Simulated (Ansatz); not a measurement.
Consider the ligand exchange at the Si–N bond: `C[N]([SiH3])[GeH3]` + `OC([SiH3])S` → `[SiH3]OC([SiH3])S` + `C[NH][GeH3]`.

Computed with Ansatz on PBE0-D4/def2-TZVP structures; ΔE is electronic, products minus reactants. CCSD(T)/CBS adds triple-zeta CCSD(T) − MP2 to the extrapolated MP2 energy (def2 sets, frozen cores). Functionals use def2-TZVPP. For Ge outer-core shells are correlated without core-valence functions, which leaves a few kJ/mol of doubt a bond. Scalar relativity is left out up to krypton. One conformer a species, not always the lowest.

| level | ΔE (eV) |
| --- | --- |
| ωB97X-V | -0.48 |
| MP2/def2-TZVPP | -0.46 |
| SCS-MP2/def2-TZVPP | -0.48 |
| HF/CBS(def2) | -0.56 |

(1) What does CCSD(T)/CBS give? (Estimate.)

Largest T1 diagnostic among the species: 0.012.

## Answers

(1) The calculation gave: -0.46 eV. The listed levels differ from it by -0.02, 0.00, -0.02, -0.10 eV.

In def2-TZVPP, CCSD(T) changes the Hartree–Fock value by +0.10 eV (the triples alone add +0.01 eV) and MP2 by +0.10 eV.
